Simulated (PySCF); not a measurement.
The same groups moved round the core (propene formyl). Isolated molecules, 0 K electronic values unless said otherwise. One relaxed conformer stands for each flexible species; it need not be the lowest. Strings in code marks are SMILES.

The brightest of the four lowest singlets (TDA) from two functionals at the same geometries (B3LYP-D3(BJ)/def2-TZVP), both in PySCF: PBE-D3(BJ)/def2-TZVP and B3LYP-D3(BJ)/def2-TZVP. B3LYP has the VWN-RPA correlation part, as in Gaussian. Excitations are Tamm–Dancoff values on a coarser integration grid. The basis has no diffuse functions, so Rydberg states are missing or too high.

```csv
species,PBE-D3(BJ)/def2-TZVP (eV),B3LYP-D3(BJ)/def2-TZVP (eV)
`C(=O)C(=C)C` (C–C–C–O torsion 180°),5.93,6.27
`C/C=C/C=O` (C–C–C–O torsion 0°),5.78,5.96
`C/C=C\C=O` (C–C–C–O torsion 1°),5.77,5.96
```

Over these rows, drawn at random from the members with no instability flagged (it was tested for open shells, ions and some series alone), PBE minus B3LYP-D3(BJ): mean -0.24 eV, from -0.35 eV to -0.18 eV.
